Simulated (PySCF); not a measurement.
Species: C₅H₅F₂O (doublet state).
Z-matrix (Å and degrees, GFN2-xTB geometry), rows numbered from 1:
```
F 
C   1  1.3739
F   2  1.3742  1  103.47
C   2  1.4629  1  112.27  3   121.38
C   4  1.4903  2  129.19  1   -58.03
C   5  1.4975  4   99.82  2  -179.78
C   6  1.3373  5  108.62  4     0.07
O   7  1.3540  6  113.29  5    -0.08
H   2  1.0989  1  107.90  3  -114.17
H   5  1.1002  4  112.76  2   -59.81
H   5  1.1001  4  112.77  2    60.19
H   6  1.0703  5  124.34  4   179.96
H   7  1.0733  6  130.94  5   179.83
```

The hyperfine couplings belong to this conformer and change with its torsions.

Identity: `FC(F)[C]1CC=CO1` [radical].

Theory: UKS B3LYP, pcH-1 on C F H O, non-relativistic, mean-field spin-orbit, GIAO in PySCF. Isolated species at its GFN2-xTB geometry (one conformer only). The geometry wasn't refined by DFT: couplings that depend on bond lengths, twists or pyramidal angles can differ widely from those at the functional's own minimum. Stability of the SCF solution: not tested.

Question: Predict the first-order ENDOR lines of F1/F3, H10/H11, H12, H9 and H13 under fast tumbling at B = 1209.7 mT (Q band).

Answer: ν± = |νn ± a/2|, one line for each electron-spin manifold; νn = |g_N| × 7.62259 MHz/T × B.

```
 nuclei  isotope     g_N  νn (MHz)  a_iso (MHz)  lower line (MHz)  upper line (MHz)
  F1/F3      19F  5.2577     48.48       152.45             27.74            124.71
H10/H11       1H  5.5857     51.51       150.22             23.61            126.62
    H12       1H  5.5857     51.51        -7.51             47.75             55.26
     H9       1H  5.5857     51.51        -1.66             50.68             52.34
    H13       1H  5.5857     51.51         0.56             51.23             51.79
```

Question: Which pairs are centred on the nuclear Larmor frequency, and which on half the coupling?

Answer: Centred on νn, since |a| < 2νn: H12, H9 and H13. Centred on |a|/2 and split by 2νn: F1/F3 and H10/H11.

Means are taken over nuclei equivalent by connectivity, which assumes that they swap fast.

Time: 46 s wall (with the writing of density and orbital grids); peak memory 0.93 GiB. Hardware: Arm Neoverse V2, one thread (shared host).
